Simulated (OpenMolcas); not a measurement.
OpenMolcas input wanted

CH7NSn has 10 atoms, charge 0, and is taken as a singlet. As SMILES, `C[NH][SnH3]`. The coordinates come from a PBE0-D4/def2-TZVP relaxation.

```jsonl
{"atom": "C", "x (Å)": "-0.8984", "y (Å)": "0.7580", "z (Å)": "-0.8792"}
{"atom": "N", "x (Å)": "-0.3430", "y (Å)": "-0.5329", "z (Å)": "-0.5165"}
{"atom": "Sn", "x (Å)": "0.8973", "y (Å)": "-0.6294", "z (Å)": "1.0851"}
{"atom": "H", "x (Å)": "-1.6642", "y (Å)": "0.6376", "z (Å)": "-1.6527"}
{"atom": "H", "x (Å)": "-1.3968", "y (Å)": "1.2011", "z (Å)": "-0.0117"}
{"atom": "H", "x (Å)": "-0.1682", "y (Å)": "1.4946", "z (Å)": "-1.2475"}
{"atom": "H", "x (Å)": "0.0373", "y (Å)": "-1.0040", "z (Å)": "-1.3262"}
{"atom": "H", "x (Å)": "1.4517", "y (Å)": "-2.2390", "z (Å)": "1.1699"}
{"atom": "H", "x (Å)": "-0.0526", "y (Å)": "-0.1955", "z (Å)": "2.4337"}
{"atom": "H", "x (Å)": "2.2202", "y (Å)": "0.4584", "z (Å)": "0.9480"}
```

Settings wanted:

```yaml
method: DFT
reference: RKS
integral_approximation: none
basis_set: def2-SVP
task: gradient
functional: BHLYP
nucleus: point
integration_grid: UltraFine
SCF_convergence_threshold: 1e-10
```

Problem. Give an OpenMolcas 26.06 job that does this.

Solution. One that was run (others would do as well):

test.inp:
```
&GATEWAY
BASLIB
$CurrDir
COORD
10
angstrom
C       -0.898400       0.758000      -0.879200
N       -0.343000      -0.532900      -0.516500
Sn       0.897300      -0.629400       1.085100
H       -1.664200       0.637600      -1.652700
H       -1.396800       1.201100      -0.011700
H       -0.168200       1.494600      -1.247500
H        0.037300      -1.004000      -1.326200
H        1.451700      -2.239000       1.169900
H       -0.052600      -0.195500       2.433700
H        2.220200       0.458400       0.948000
BASIS
def2-SVP
GROUP
NoSym
&SEWARD
GRIDINPUT
Grid=UltraFine
End of Grid
&SCF
KSDFT
HYB_GGA_XC_BHANDHLYP
THRESHOLDS
1e-10 1e-07 1e-07 1e-05
PRORBITALS
1 1
&ALASKA
```

```bash
$ export MOLCAS_MEM=1860
$ pymolcas test.inp > test.log
```

(Basis files named in the input come from the Basis Set Exchange and aren't shown.)

Calculated total energy: -311.11300 Eh, largest force 0.367 eV/Å.
